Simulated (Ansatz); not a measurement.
`C[O][InH][Br]` + `F[Si]Cl` → `C[O][InH][Cl]` + `F[Si]Br`  (redistribution)

Isolated molecules relaxed with PBE0-D4/def2-TZVP in Ansatz; ΔE leaves out vibrations. CBS: MP2 limit from def2 TZ/QZ plus the TZ coupled-cluster correction, frozen cores. This one scheme is used for every species. DFT in def2-TZVPP. B3LYP here is the variant with VWN-RPA as its local correlation; programs differ in this. HSE06 is defined as in plane-wave codes. Elements past krypton have def2 core potentials. For Br, In outer-core shells are correlated without core-valence functions, which leaves a few kJ/mol of doubt a bond. Scalar relativity is left out up to krypton. Each species was taken in one conformer, which may not be the lowest.

Question: Is it downhill or uphill in electronic energy at CCSD(T)/CBS, and by how much? (Best estimate.)

Answer: Ansatz gave: Uphill: ΔE = +5.3 kcal/mol.

Question: What do these levels give: LDA (SPW92), PBE-D4, B97M-V, B3LYP-D4, HSE06-D4, PBE, r2SCAN, r2SCAN0, BHLYP, LC-ωPBE, HF/CBS(def2), CCSD/CBS(def2)? (Best estimate.)

Answer: Ansatz gave: LDA (SPW92) 4.9, PBE-D4 4.5, B97M-V 4.9, B3LYP-D4 4.9, HSE06-D4 4.9, PBE 4.5, r2SCAN 4.8, r2SCAN0 5.1, BHLYP 5.3, LC-ωPBE 5.3, HF/CBS(def2) 5.7, CCSD/CBS(def2) 5.5 kcal/mol.

Largest T1 diagnostic among the species: 0.016.

From BLYP to BHLYP (50 % exact exchange), in def2-TZVPP and without D4, ΔE moves by +0.8 kcal/mol. Leaving LDA and LC-ωPBE aside and taking each functional with its dispersion term where it has one, the values, not all of them listed here, spread over 1.1 kcal/mol, from revPBE-D4 to PBE-QIDH.
